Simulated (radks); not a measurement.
The numbers below are computed, except where a source is named.
Spherical quantum dot in the effective-mass picture: electrons in a well V = -V0 / (1 + exp((r - R)/a)) with V0 = 22.2, R = 2.88, a = 0.23, with a point charge +1 (a donor) at the centre, all in effective atomic units (hartree* = m*/eps^2 hartree, bohr* = eps/m* bohr), one dielectric constant everywhere. Level of theory: non-relativistic Kohn-Sham, LDA (Slater exchange, Perdew-Wang correlation), spin-polarised, spherical densities (a radial shooting solver with Libxc functionals). Levels are named by radial order and angular momentum (1s, 1p, 1d, 2s, ...), and open shells are averaged over m. Results are scaled to m* = 0.083 and eps = 11.9, for which hartree* = 15.95 meV and bohr* = 7.587 nm. At N = 8 the configuration is 1s2 1p6. Does electron 9 go into 1d up or 2s up?

Answer. Into 1d up. The total energies of the other choices lie higher by 3.60 meV (2s up).
